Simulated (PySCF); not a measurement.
## Telling isomers of C6H7F3 apart by NMR

PySCF 2.14 calculation with geometry: GFN2-xTB and GIAO PBE0/pcSseg-1 shieldings; equivalent nuclei averaged, non-relativistic Hamiltonian, single conformer, in vacuum.

Shifts are taken against calculated references (same method and geometry level): ¹H (31.72 ppm) and ¹³C (186.93 ppm) against TMS. Splittings of carbon signals by F and P are missing where no couplings were computed. Where no couplings were computed, multiplicities follow the n + 1 count of equivalent neighbours, and m marks all less simple cases (inequivalent or close neighbours, rings, F or P nearby). Shifts are as computed. Against solution values, carbons near 30 ppm lie about +3 ppm off and those near 130 ppm about +5 ppm. Of 1211 compounds with measured shifts, 218 miss one by over three times the rms of a fit or turn the order of signals round; such compounds aren't used in these exercises.

(1) Tabulate the signals of `F[C@@H]1[C@H](F)C=CC[C@@H]1F`, `C=C/C=C\CC(F)(F)F`, `C=CC1(C(F)(F)F)CC1` and their relative energies.

(2) What is the quickest way to tell F[C@@H]1[C@H](F)C=CC[C@@H]1F from C=CC1(C(F)(F)F)CC1?

(3) What is the quickest way to tell F[C@@H]1[C@H](F)C=CC[C@@H]1F from C=C/C=C\CC(F)(F)F?

(4) What is the quickest way to tell C=C/C=C\CC(F)(F)F from C=CC1(C(F)(F)F)CC1?

## Answers

(1) 
| SMILES | carbon types | δC | δH | E rel. (kcal/mol) |
| --- | --- | --- | --- | --- |
| F[C@@H]1[C@H](F)C=CC[C@@H]1F | 5×CH 1×CH2 | 134.9, 133.7, 93.5, 92.3, 92.0, 32.8 | 6.12 (m, 1H), 6.07 (m, 1H), 5.44 (m, 1H), 5.25 (m, 1H), 4.70 (m, 1H), 3.04 (m, 1H), 2.59 (m, 1H) | 1.3 |
| C=C/C=C\CC(F)(F)F | 1×C 3×CH 2×CH2 | 143.3, 138.4, 135.0, 128.9, 128.0, 38.0 | 6.93 (m, 1H), 6.54 (m, 1H), 5.79 (m, 1H), 5.71 (m, 1H), 5.66 (m, 1H), 3.06 (m, 2H) | 0.0 |
| C=CC1(C(F)(F)F)CC1 | 2×C 1×CH 3×CH2 | 145.3, 136.8, 116.0, 27.6, 20.5 | 6.91 (m, 1H), 5.38 (m, 1H), 4.93 (m, 1H), 1.45 (m, 2H), 0.86 (m, 2H) | 6.8 |

Energies are electronic energies at PBE0/pcSseg-1 on these geometries, without zero-point or thermal terms, each for the one conformer computed, which needn't be the lowest.

(2) Count the carbon signals: 6 against 5. The first has an sp3 CH bonded to F at 92.0 ppm, the second a CF3 carbon (C) at 136.8 ppm. Their most deshielded carbons lie at 134.9 and 145.3 ppm. In the proton spectra the most deshielded non-exchanging signals are 6.12 (m, 1H) and 6.91 (m, 1H).

(3) Both give the same number of carbon signals, but DEPT or the intensities differ. The first has an sp3 CH bonded to F at 92.0 ppm, the second a CF3 carbon (C) at 135.0 ppm. Their most deshielded carbons lie at 134.9 and 143.3 ppm. In the proton spectra the most deshielded non-exchanging signals are 6.12 (m, 1H) and 6.93 (m, 1H).

(4) Count the carbon signals: 6 against 5. The first has an allylic sp3 CH2 at 38.0 ppm, the second a three-membered-ring carbon (C) at 27.6 ppm. Their most deshielded carbons lie at 143.3 and 145.3 ppm.
